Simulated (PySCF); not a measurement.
# Exercise with solution: oscillator strength and radiative lifetime

CF₂, SMILES F[C]F (connectivity only; charge and spin as stated), neutral, multiplicity 1.

The structure is a stationary point at B3LYP-D3(BJ)/def2-TZVP. The isomer is the one that the SMILES or the coordinates give; other isomers of the formula were not compared.

TDDFT-CAM-B3LYP/def2-TZVPD (PySCF) puts the first singlet state with f over 0.02 at 4.76 eV (vertical), with the transition dipole (0.520, 0.000, 0.000) in atomic units.

Task: Find the oscillator strength, the wavelength and the radiative lifetime that this transition would have in vacuum if emission retraced absorption.

Result: 
|μ|² = 0.2704 au, so |μ| = 1.32 D. ΔE = 4.76/27.211 = 0.1749 hartree. f = (2/3) ΔE |μ|² = 0.032 (the program prints 0.031).
λ = 1239.84/4.76 = 260 nm; ν = 38392 cm⁻¹.
Einstein's coefficient A = 0.6670 ν² f s⁻¹ (ν in cm⁻¹) = 3.1e7 s⁻¹, so τ = 1/A = 32 ns. This state is S1. The figure is the radiative limit of this one transition; relaxation, internal conversion, crossing to triplets and a medium change what is measured.
